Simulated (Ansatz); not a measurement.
Relaxation of GaH₇Si (9 atoms, charge 0, multiplicity 1), to a largest force component of 0.03 eV/Å in at most 50 steps.

Computed with Ansatz, RHF/def2-SVP.

```xyz
9
Properties=species:S:1:pos:R:3
Ga -0.018 0.457 -0.051
H 0.005 0.528 1.514
H 1.338 0.413 -0.849
H -1.392 0.351 -0.811
Si 0.123 -2.822 1.260
H -0.676 -3.284 0.101
H 1.526 -3.268 1.102
H -0.448 -3.360 2.514
H 0.086 -1.349 1.333
```

**Question.** Where does it end, and by what steps?

**Answer.** It converged. The force dipped under the threshold on the way, but the program's further checks kept it going. After 6 steps the energy has fallen by 0.347 eV; H2 moved furthest, 0.93 Å.

```
step  energy less start (eV)  largest force component (eV/Å)  accepted
   0                  0.0000                           0.822       yes
   1                 -0.1697                           0.449       yes
   2                 -0.2559                           0.274       yes
   3                 -0.3166                           0.212       yes
   4                 -0.3418                           0.115       yes
   5                 -0.3467                           0.028       yes
   6                 -0.3473                           0.029       yes
```

```xyz
9
Properties=species:S:1:pos:R:3
Ga -0.024 0.751 -0.008
H -0.007 1.446 1.402
H 1.327 0.473 -0.767
H -1.396 0.403 -0.699
Si 0.129 -3.096 1.237
H -0.648 -3.691 0.130
H 1.541 -3.528 1.163
H -0.456 -3.478 2.539
H 0.078 -1.614 1.115
```

Run time: 11 s on 1 thread of Arm Neoverse V1, on a shared host, peak memory 0.16 GiB.
